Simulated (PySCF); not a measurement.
C2H10Al2O6, singlet (GFN2-xTB optimised geometry):

```
20

Al     1.047     0.925     0.000
Al    -0.996    -0.887     0.000
O      0.832    -0.887     0.000
C      1.757    -1.944    -0.114
H      2.599    -1.628    -0.733
H      2.130    -2.230     0.873
H      1.268    -2.806    -0.573
O      1.626     1.351    -1.485
H      2.144     1.891    -2.058
O      1.689     1.570     1.386
H      1.660     1.554     2.330
O     -0.781     0.925    -0.004
C     -1.715     1.974     0.108
H     -2.599     1.619     0.641
H     -1.266     2.806     0.655
H     -2.014     2.324    -0.884
O     -1.640    -1.536    -1.382
H     -1.616    -1.526    -2.326
O     -1.576    -1.312     1.483
H     -2.071    -1.830     2.095
```

Calculation: PBE0/def2-SVP run with PySCF.

Q: What are the frontier orbital energies and the dipole moment?

A: HOMO-2 -8.06 eV, HOMO-1 -7.85 eV, HOMO -7.78 eV, LUMO 0.83 eV, LUMO+1 1.95 eV; dipole moment 0.08 D.

Meta-Löwdin charges at PBE0/def2-SVP: Al1 1.17, Al2 1.17, O3 -0.59, C4 -0.06, H5 0.11, H6 0.11, H7 0.11, O8 -0.75, H9 0.34, O10 -0.75, H11 0.33, O12 -0.59, C13 -0.06, H14 0.11, H15 0.11, H16 0.11, O17 -0.75, H18 0.33, O19 -0.75, H20 0.34.
